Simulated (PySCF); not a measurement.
**TDDFT excited states: C2H7ClOSi**

C2H7ClOSi.
InChI=1S/C2H7ClOSi/c1-2(3)5-4/h2,4H,5H2,1H3/t2-/m0/s1

Method: TDDFT PBE0/def2-SVPD, vertical, gas phase, core orbitals frozen in the response in PySCF 2.14.0, density-fitted response routines. One conformer (not necessarily the lowest) at the PBE0-D3(BJ)/def2-SVP geometry, without solvent, vibrations or thermal averaging. Torsions of this conformer, `[CH3:1][C@@H:2]([Cl:3])[SiH2:4][OH:5]`: C1–C2–Si4–O5 -173°, H–O5–Si4–C2 46°.

Q: List the vertical singlet excitations with oscillator strengths and describe the spectrum.

A: 

```
state  E (eV)  ν̃ (cm⁻¹)       f  main configurations (H = HOMO, L = LUMO)
   S1    6.53      52670   0.017                                 H→L (90%)
   S2    7.14      57600  0.0052                               H-1→L (86%)
   S3    7.19      57990  0.0017                               H→L+1 (78%)
   S4    7.47      60260   0.017     H→L+2 (51%), H-2→L (27%), H→L+1 (16%)
   S5    7.59      61230  0.0026                  H-2→L (56%), H→L+2 (36%)
   S6    7.99      64480   0.015              H-1→L+1 (65%), H-2→L+1 (22%)
```

The lowest singlet lies at 6.53 eV (190 nm, vacuum ultraviolet) and is weak; its leading configuration is HOMO→LUMO (90%). The largest oscillator strength of a single state is 0.017. Löwdin shares by element: HOMO chlorine 39%, carbon 23% or more, silicon 13%, oxygen 8% (atoms not listed hold the other 16%); LUMO chlorine 36%, carbon 18% or more, silicon 15%, oxygen 6% (atoms not listed hold the other 25%). The oscillator strengths of these states sum to 0.058; summed over the whole spectrum of an exact calculation they would give the number of electrons, 58 (Thomas–Reiche–Kuhn). Orbital energies (eV): HOMO-3 -9.74, HOMO-2 -8.99, HOMO-1 -8.85, HOMO -8.15, LUMO -0.15, LUMO+1 0.38, LUMO+2 0.54. The listed states span 1.46 eV, and the widest gap between neighbours is 0.61 eV (S1 to S2). Only the lowest 6 singlets were computed, as vertical energies without vibronic structure.

Cost: about 40 s of CPU time on one thread; the machine was shared, so the figure is rough.
